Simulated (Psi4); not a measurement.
CaCl2, triplet, geometry from GFN2-xTB (such geometries of metal compounds can be far from the true shape) (a higher spin typed on purpose: for a closed-shell molecule this is an excited state), atoms displaced at random by about 0.08 Å a coordinate; HF/6-31G, gradient in Psi4 1.11.

Psi4 was given this input:
```
memory 2 GB

molecule {
0 3
Ca    0.97189706   -1.07833613    0.55394944
Cl    0.22638062    0.80122287   -1.23225008
Cl   -1.45742634    0.30447410    0.49097367
symmetry c1
no_reorient
no_com
}

set {
  basis 6-31g
  reference uhf
}

gradient('scf')
print_variables()
```

Q: Write the output that Psi4 gives for this input, abridged.

A: 
```
gradient() will perform analytic gradient computation.

   => Loading Basis Set <=

    Name: 6-31G
    Role: ORBITAL
    Keyword: BASIS

         ---------------------------------------------------------
                                   SCF
               by Justin Turney, Rob Parrish, Andy Simmonett
                          and Daniel G. A. Smith
                              UHF Reference
         ---------------------------------------------------------

  ==> Geometry <==

    Molecular point group: c1
    Full point group: C1

    Geometry (in Angstrom), charge = 0, multiplicity = 3:

       Center              X                  Y                   Z               Mass
    ------------   -----------------  -----------------  -----------------  -----------------
         CA           0.971897060000    -1.078336130000     0.553949440000    39.962590863000
         CL           0.226380620000     0.801222870000    -1.232250080000    34.968852682000
         CL          -1.457426340000     0.304474100000     0.490973670000    34.968852682000

  Running in c1 symmetry.

  Rotational constants: A =      0.15965  B =      0.10903  C =      0.06501 [cm^-1]
  Rotational constants: A =   4786.07265  B =   3268.53781  C =   1948.85818 [MHz]
  Nuclear repulsion =  193.204152504999058

  Charge       = 0
  Multiplicity = 3
  Electrons    = 54
  Nalpha       = 28
  Nbeta        = 26

  ==> Algorithm <==

  SCF Algorithm Type is DF.
  DIIS enabled.
  MOM disabled.
  Fractional occupation disabled.
  Guess Type is SAD.
  Energy threshold   = 1.00e-08
  Density threshold  = 1.00e-08
  Integral threshold = 1.00e-12

  ==> Primary Basis <==

  Basis Set: 6-31G
    Blend: 6-31G
    Number of shells: 23
    Number of basis functions: 43
    Number of Cartesian functions: 43
    Spherical Harmonics?: false
    Max angular momentum: 1

   => Loading Basis Set <=

    Name: (6-31G AUX)
    Role: JKFIT
    Keyword: DF_BASIS_SCF

  ==> Integral Setup <==

  SCF_SUBTYPE=INCORE selected. In-core MEM_DF algorithm will be used.
  Using in-core AOs.

  ==> MemDFJK: Density-Fitted J/K Matrices <==

    J tasked:                   Yes
    K tasked:                   Yes
    wK tasked:                   No
    Algorithm:                 Core
    Schwarz Cutoff:           1E-12
    Mask sparsity (%):       6.3818
    Fitting Condition:        1E-10

   => Auxiliary Basis Set <=

  Basis Set: (6-31G AUX)
    Blend: CC-PVDZ-JKFIT + DEF2-UNIVERSAL-JKFIT
    Number of shells: 116
[...]
  @DF-UHF Final Energy: -1595.69424621543226
    Total Energy =                      -1595.6942462154324858
[...]
 Magnitude           :                                                    2.2490356

 ------------------------------------------------------------------------------------

         ------------------------------------------------------------
                                   SCF GRAD
                          Rob Parrish, Justin Turney,
                       Andy Simmonett, and Alex Sokolov
         ------------------------------------------------------------

  ==> Geometry <==

    Molecular point group: c1
    Full point group: C1

    Geometry (in Angstrom), charge = 0, multiplicity = 3:

       Center              X                  Y                   Z               Mass
    ------------   -----------------  -----------------  -----------------  -----------------
         CA           0.971897060000    -1.078336130000     0.553949440000    39.962590863000
         CL           0.226380620000     0.801222870000    -1.232250080000    34.968852682000
         CL          -1.457426340000     0.304474100000     0.490973670000    34.968852682000

  Nuclear repulsion =  193.204152504999058

  ==> Basis Set <==

  Basis Set: 6-31G
    Blend: 6-31G
    Number of shells: 23
    Number of basis functions: 43
    Number of Cartesian functions: 43
    Spherical Harmonics?: false
    Max angular momentum: 1

  ==> DFJKGrad: Density-Fitted SCF Gradients <==

    Gradient:                    1
    J tasked:                  Yes
    K tasked:                  Yes
    wK tasked:                  No
    Integrals threads:           1
    Schwarz Cutoff:          1E-12
    Fitting Condition:       1E-10

   => Auxiliary Basis Set <=

  Basis Set: (6-31G AUX)
    Blend: CC-PVDZ-JKFIT + DEF2-UNIVERSAL-JKFIT
    Number of shells: 116
    Number of basis functions: 463
    Number of Cartesian functions: 463
    Spherical Harmonics?: false
    Max angular momentum: 4

  -Total Gradient:
     Atom            X                  Y                   Z
    ------   -----------------  -----------------  -----------------
       1       -0.012536294121     0.016435289337    -0.011616158996
       2       -0.022460033887    -0.020042871192     0.039276239419
       3        0.034996328028     0.003607581841    -0.027660080433

  Variable Map:
  ----------------------------------------------------------------------------
[...]
  Array Variable Map:
  ----------------------------------------------------------------------------
[...]
[...]
```
